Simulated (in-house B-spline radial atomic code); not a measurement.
Configurations of Pt³⁺, with energies counted from [Xe] 4f14 5d7. Level of theory: Dirac-Hartree-Fock, average of configuration, Fermi nucleus of rms radius 5.427 fm; calculated with a radial B-spline atomic code at the basis-set limit. Energies include first-order Breit, QED and recoil terms.

Occupations are held fixed; configurations that lie above the ionisation limit could autoionise.

```json
{"configuration": "[Xe] 4f14 5d6 8p1", "E - E(ref) (eV)": "34.978", "highest orbital": "8p3/2", "its <r> (bohr)": "8.926"}
{"configuration": "[Xe] 4f14 5d6 9s1", "E - E(ref) (eV)": "36.983", "highest orbital": "9s1/2", "its <r> (bohr)": "11.56"}
{"configuration": "[Xe] 4f14 5d6 9p1", "E - E(ref) (eV)": "37.827", "highest orbital": "9p3/2", "its <r> (bohr)": "13.02"}
{"configuration": "[Xe] 4f14 5d6 7g1", "E - E(ref) (eV)": "39.624", "highest orbital": "7g7/2", "its <r> (bohr)": "15.81"}
{"configuration": "[Xe] 4f13 5d8", "E - E(ref) (eV)": "71.298", "highest orbital": "5d5/2", "its <r> (bohr)": "1.452"}
{"configuration": "[Kr] 4d10 4f14 5s2 5p5 5d7 9s1", "E - E(ref) (eV)": "95.649", "highest orbital": "9s1/2", "its <r> (bohr)": "11.53"}
```

Order these further configurations by energy, lowest first.
A. [Kr] 4d10 4f14 5s2 5p5 5d7 5f1
B. [Kr] 4d10 4f14 5s2 5p5 5d7 7g1
C. [Xe] 4f14 5d6 9f1
D. [Kr] 4d10 4f14 5s2 5p5 5d7 8f1
E. [Xe] 4f13 5d7 8p1

C (40.523 eV), A (88.252 eV), D (98.072 eV), B (98.31 eV), E (108.12 eV).

How far above the reference does [Xe] 4f14 5d6 8s1 lie?

33.471 eV; its least bound orbital is 8s1/2 with <r> = 7.77 bohr.

How far above the reference does [Xe] 4f14 5d6 9g1 lie?

41.384 eV; its least bound orbital is 9g7/2 with <r> = 27.78 bohr.
